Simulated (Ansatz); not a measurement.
Stepwise reaction of `F[SiH2]O[SiH3]` with hydrogen fluoride, as a gas-phase model of exchange steps in deposition or etching. ΔE in kJ/mol.

Gas-phase electronic energies from Ansatz, PBE0-D4/def2-TZVP geometries. CBS: MP2 limit from def2 TZ/QZ plus the TZ coupled-cluster correction, frozen cores. This one scheme is used for every species. Functionals use def2-TZVPP. B3LYP here is the variant with VWN-RPA as its local correlation; programs differ in this. Each species was taken in one conformer, which may not be the lowest.

| step | reaction | PBE-D4 | B3LYP-D4 | ωB97M-V | CCSD(T)/CBS |
| --- | --- | --- | --- | --- | --- |
| 1 | `F[SiH2]O[SiH3]` + H–F → `F[SiH2]O[SiH2]F` + H₂ | -126.9 | -135.8 | -136.0 | -133.2 |
| 2 | `F[SiH2]O[SiH2]F` + H–F → `F[SiH2]O[SiH](F)F` + H₂ | -135.6 | -143.9 | -144.5 | -141.8 |

(1) By hand: ΔE of the 2 steps together at CCSD(T)/CBS.

Answers

(1) (-133.2) + (-141.8) = -275.0 kJ/mol, or -137.5 kJ/mol a step.

In ΔE each step is lower than the one before. All are downhill at CCSD(T)/CBS. PBE-D4 differs from CCSD(T)/CBS by 6.2 to 6.3 kJ/mol a step. Isolated molecules leave out the surface, adducts and barriers. Largest T1 diagnostic: 0.012.
